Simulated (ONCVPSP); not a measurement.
## Reading a pseudo-wave (C (Z = 6))

Columns: radius, all-electron u(r) and pseudo u(r) of the 2p shell (level -5.29 eV) of carbon in the configuration [He] 2s2 2p2; PBE, scalar-relativistic, ONCV scheme, ONCVPSP 4.0.1.

```tsv
r (bohr)	all-electron	pseudo
0.103	0.0498	0.0207
0.205	0.1503	0.0793
0.308	0.2632	0.1687
0.410	0.3685	0.2759
0.513	0.4608	0.3898
0.615	0.5361	0.4963
0.718	0.5970	0.5880
0.820	0.6430	0.6574
0.923	0.6758	0.7044
1.025	0.6964	0.7297
1.128	0.7068	0.7378
1.230	0.7086	0.7330
1.332	0.7036	0.7202
1.435	0.6930	0.7025
1.538	0.6780	0.6825
1.640	0.6600	0.6616
1.743	0.6394	0.6398
1.845	0.6173	0.6173
1.948	0.5938	0.5938
2.050	0.5699	0.5699
2.153	0.5455	0.5455
2.255	0.5213	0.5213
2.358	0.4971	0.4971
2.460	0.4735	0.4735
2.562	0.4505	0.4505
2.665	0.4280	0.4280
```

(1) How many radial nodes do the two functions have?

(2) At about which radius was the pseudo-wave matched?

(3) Where does each function peak?

(4) Is the pseudo-wave norm-conserving?

## Answers

(1) The all-electron 2p function has n − l − 1 = 0; the pseudo-wave has 0.

(2) 1.95 bohr. The columns agree to 0.0005 from 1.74 bohr on; several derivatives are matched, so the curves merge somewhat inside the radius.

(3) Outermost all-electron maximum near 1.23 bohr, pseudo maximum near 1.13 bohr (to the table’s step).

(4) Yes: the ONCV scheme keeps the norm inside the radius equal to the all-electron one, which fixes the energy derivative of the logarithmic derivative at the level.
